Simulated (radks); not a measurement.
Values are calculated unless marked as measured or tabulated.
Question: Species: the germanium ion Ge6+. Configuration: [Ar] 3d8. Level of theory: scalar-relativistic Kohn-Sham, BLYP, spin-polarised, spherical densities, point nucleus; open shells are filled with parallel spins first (a radial shooting solver on a logarithmic mesh with Libxc functionals). Some entries of the table are withheld. Estimate them.

orbital  occ.  eigenvalue (eV)  r(max) (bohr)  <r> (bohr)
1s up       1        -11075.58        0.03073     0.04700
1s down     1        -11075.57        0.03073     0.04700
2s up       1        -1485.014         0.1761      0.2101
2s down     1        -1483.213         0.1760      0.2099
2p up       3        -1311.965         0.1412      0.1837
2p down     3        -1310.609         0.1411      0.1836
3s up       1        -275.2799         0.5379      0.6118
3s down     1        -272.2385         0.5384      0.6132
3p up       3        -221.9049         0.5364      0.6268
3p down     3        -218.9046         0.5371      0.6288
3d up       5              (1)         0.4854      0.6532
3d down     3              (2)         0.4875      0.6587
4s up       0         -86.7191            (3)       1.561
4s down     0         -85.8893            (4)       1.572
4p up       0         -72.8558          1.565       1.703
4p down     0         -72.1724          1.579       1.717
4d up       0         -52.0586            (5)       2.034
4d down     0         -51.5744            (6)       2.054

Answer: 
(1) 3d up eigenvalue (eV): -134.1838
(2) 3d down eigenvalue (eV): -131.1422
(3) 4s up r(max) (bohr): 1.434
(4) 4s down r(max) (bohr): 1.444
(5) 4d up r(max) (bohr): 1.889
(6) 4d down r(max) (bohr): 1.910
